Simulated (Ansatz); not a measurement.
The molecule YF, multiplicity 3 (not the ground state: that is measured with 2S+1 = 1). No spin–orbit coupling.

Seven points along R, fitted to fifth degree in 1/R; most abundant isotopes. In def2 and cc sets the state is the lowest found near the PBE0 minimum, followed along R.

Correlated levels freeze the inner cores; with def2 sets outer-core shells near the valence are correlated too.

The values were computed with Ansatz (a first-principles code) with Gaussian orbitals. Values without a source in brackets are computed. In def2 rows elements past Kr take small-core potentials, without spin–orbit coupling.

```csv
level,r_e (Å),ω_e (cm⁻¹),ω_e x_e (cm⁻¹),dipole (D)
PBE/def2-TZVPP,1.966,?,2.6,3.12
PBE0/def2-TZVPP,1.960,591,2.6,3.22
wB97X-V/def2-TZVPP,1.978,577,2.5,3.09
CCSD/def2-TZVPP,1.984,577,2.4,-
CCSD(T)/def2-TZVPP,?,?,2.5,-
```

Complete the blanks.


- CCSD(T)/def2-TZVPP, r_e (Å): 1.982
- CCSD(T)/def2-TZVPP, ω_e (cm⁻¹): 578
- PBE/def2-TZVPP, ω_e (cm⁻¹): 582
